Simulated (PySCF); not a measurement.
C5H6N2O2.
SMILES: `CC(=O)c1noc(C)n1`

Torsions of this conformer, `[CH3:1][C:2](=[O:3])[c:4]1[n:5][o:6][c:7]([CH3:8])[n:9]1`: C1–C2–C4–N5 180°.

The closed-shell ground state was solved at several levels (PySCF, density fitting, gas phase, non-relativistic). Isolated species at its PBE0-D3(BJ)/def2-SVP geometry (one conformer only).

```csv
level,basis functions,HOMO (eV),LUMO (eV),gap (eV),dipole (D)
CAM-B3LYP/def2-SVPD,234,-9.30,-0.88,8.42,5.10
PBE0/pcSseg-1,183,-7.75,-1.92,5.83,4.92
mPW1PW91/pcSseg-1,183,-7.81,-1.96,5.85,4.94
```

Q: Estimate the row for B3LYP/pcJ-1, a basis of 303 functions; the other rows only guide the guess.

A: HOMO -7.47 eV, LUMO -2.14 eV, gap 5.33 eV, dipole 4.89 D.

Q: Over all these levels, which gives the widest orbital gap and which the narrowest?

A: CAM-B3LYP/def2-SVPD (range-separated hybrid) has the widest, 8.42 eV, and B3LYP/pcJ-1 (global hybrid, 20 % exact exchange) the narrowest, 5.33 eV. Functional and basis both differ between the two, so the spread mixes both effects.

Q: How far do the dipole and the HOMO energy spread over the levels?

A: The dipole runs from 4.89 to 5.10 D (mean 4.96 D) and the HOMO from -9.30 to -7.47 eV.
